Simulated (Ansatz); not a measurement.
`FB(F)I` + dimethylamine → `CN(C)B(F)F` + HI at 298.15 K and 1 bar (ligand exchange at a B–I bond).

Program: Ansatz. Geometries: PBE0-D4/def2-TZVP. ΔE: electronic, gas phase. CBS: MP2 limit from def2 TZ/QZ plus the TZ coupled-cluster correction, frozen cores. def2 core potentials past Kr. For I outer-core shells are correlated without core-valence functions, which leaves a few kJ/mol of doubt a bond. One conformer a species, not always the lowest.

```
     species  CCSD(T)/CBS energy (Eh)  H − E (kJ/mol)  S (J/(mol·K))
    `FB(F)I`               -521.96394            39.3          296.1
       `CNC`               -135.00321           256.9          271.4
`CN(C)B(F)F`               -358.96075           266.0          332.9
          HI               -298.03592            22.7          206.5
```

H − E and S are ideal-gas, rigid-rotor, harmonic terms from PBE0-D4/def2-TZVP, for one conformer and one mirror image of each species. 1 Eh = 2625.50 kJ/mol, R = 8.31446 J/(mol·K).

Question: By hand: ΔE, ΔH, ΔS and ΔG.

Answer: ΔE = (-358.96075) + (-298.03592) − (-521.96394) − (-135.00321) = -0.02952 Eh = -77.5 kJ/mol. Δ(H − E) = 266.0 + 22.7 − 39.3 − 256.9 = -7.5, so ΔH = -85.0 kJ/mol. ΔS = 332.9 + 206.5 − 296.1 − 271.4 = -28.1 J/(mol·K). ΔG = -85.0 − 298.15 × (-28.1)/1000 = -76.6 kJ/mol.

Question: By hand: the equilibrium constant, and the temperature at which ΔG would vanish if ΔH and ΔS stayed fixed.

Answer: log₁₀ K = −ΔG/(RT ln 10) = 13.4. ΔG = 0 at ΔH/ΔS = 3025 K, far beyond where these terms or the molecules hold.

ΔH outweighs TΔS. A doubt of 5 kJ/mol in ΔE shifts log₁₀ K by 0.9 here. Other conformers and mirror images would add mixing entropy, several J/(mol·K) or more a flexible species. These are equilibria of isolated gas molecules and say nothing of rates. Largest T1 diagnostic: 0.011 (customary marks: 0.02 for closed shells, 0.045 for open ones).
